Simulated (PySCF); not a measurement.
Correlation energy of Zn²⁺ (zinc, charge +2)

[Ar] 3d9 4s1, high-spin 3D determinant (an excited configuration). All numbers are calculated (PySCF 2.14, scalar relativity by spin-free X2C-1e, in aug-cc-pVTZ-DK (8s7p5d3f2g, 93 functions)). Frozen: [Ar]; 10 electrons correlated.

```csv
level,correlation energy (mhartree)
CCSD,-347.19
(T),-7.48
CCSD(T),-354.67
```

Diagnostics: T1 = 0.0076, D1 = 0.0226, largest double amplitude 0.015.

Cost of the coupled-cluster step: roughly 60 core-seconds, for 10 correlated electrons.
